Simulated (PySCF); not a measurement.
Geometry (Å), atoms numbered from 1 in this order:
```xyz
15

F     2.407   -1.600   -0.664
B     2.204   -0.229   -0.514
N     0.625   -0.068   -0.150
C    -0.139   -1.150    0.022
C    -1.487   -1.041    0.346
C    -2.045    0.225    0.490
C    -1.233    1.345    0.304
C     0.101    1.156   -0.017
H     2.336    0.418   -1.551
H     2.783    0.262    0.455
H     0.381   -2.100   -0.113
H    -2.083   -1.945    0.480
H    -3.101    0.342    0.743
H    -1.627    2.357    0.404
H     0.795    1.985   -0.179
```

Method: GIAO KT2/pcSseg-1 shieldings, geometry from PBE0-D3(BJ)/def2-SVP, in PySCF 2.14 (no solvent model, fast rotation and ring inversion assumed for equivalent nuclei, a single conformation, non-relativistic Hamiltonian).

Shifts are taken against calculated references (same method and geometry level): 13C (σref 183.22), 1H (σref 31.18) against TMS; 19F (σref 138.57) against CFCl3; BF3·OEt2 for 11B (σref 99.90); 15N (σref 264.30) against NH3.

```csv
atoms,nucleus,count,δ (ppm)
H13,1H,1,?
H12/H14,1H,2,7.14
C6,13C,1,?
F1,19F,1,-243.0
N3,15N,1,284.9
C4/C8,13C,2,137.4
B2,11B,1,0.0
H9/H10,1H,2,4.41
C5/C7,13C,2,?
H11/H15,1H,2,8.50
```

**Question.** Fill in the missing shifts.

**Answer.** 
- C6: 130.5 ppm, aromatic CH; the aromatic region
- C5/C7: 120.0 ppm, aromatic CH
- H13: 7.40 ppm, hydrogen on an aromatic CH; it sits in the deshielding region of the aromatic ring current

Hydrogens on boron are broadened and split by 11B (spin 3/2, 80 %) and 10B (spin 3). Shifts are as computed. Against solution values, carbons near 30 ppm lie about +2 ppm off and those near 130 ppm about -5 ppm. Of 1211 compounds with measured shifts, 218 miss one by over three times the rms of a fit or turn the order of signals round; such compounds aren't used in these exercises. Unscaled 19F shifts against computed CFCl3 carry errors that often reach 10 to 50 ppm. Experimental scales use liquid or dissolved standards, which lie at an offset from isolated NH3 (liquid NH3: subtract about 20 ppm). Unscaled 15N shifts of sp2 nitrogen come out 20 to 40 ppm too high even then.
